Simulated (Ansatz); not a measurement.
Born–Oppenheimer molecular dynamics of C2H3BO (7 atoms, charge 0, multiplicity 1). It goes on from the last frame of an earlier run, with new velocities.

Level of theory: Ansatz, RKS B3LYP-D4/def2-SVP.

```
ensemble        : NVT, Langevin thermostat
time step       : 0.5 fs
steps asked     : 150
set temperature : 300 K
friction        : 1 /fs
seed            : 186246
```

First frame:

```xyz
7
Properties=species:S:1:pos:R:3
B -1.213 0.518 -0.568
C 0.035 0.570 0.056
C 0.767 -0.704 0.338
O 0.421 -1.839 0.087
H -2.235 0.354 -1.130
H 0.523 1.512 0.291
H 1.734 -0.604 0.903
```

(1) How far do the bonds stretch over the last three quarters of this one trajectory? (Pairs bonded in most of those frames.)

Answers

(1) 
```json
{"bond": "B1–C2", "mean (Å)": "1.387", "spread (Å)": "0.014", "shortest": "1.33", "longest": "1.41"}
{"bond": "B1–H5", "mean (Å)": "1.178", "spread (Å)": "0.031", "shortest": "1.11", "longest": "1.24"}
{"bond": "C2–C3", "mean (Å)": "1.546", "spread (Å)": "0.011", "shortest": "1.53", "longest": "1.57"}
{"bond": "C2–H6", "mean (Å)": "1.094", "spread (Å)": "0.024", "shortest": "1.04", "longest": "1.14"}
{"bond": "C3–O4", "mean (Å)": "1.221", "spread (Å)": "0.011", "shortest": "1.20", "longest": "1.24"}
{"bond": "C3–H7", "mean (Å)": "1.126", "spread (Å)": "0.024", "shortest": "1.08", "longest": "1.19"}
```

Mean temperature of the second half: 288 K. A run of 0.075 ps of so small a system gives no equilibrium averages. The friction is so strong that the motion is overdamped, so the time scale means little.

Time of the run: 9.9 min on 1 thread of Intel(R) Xeon(R) Processor @ 2.50GHz (Skylake/Cascade Lake), with other jobs on the host, peak memory 0.14 GiB.
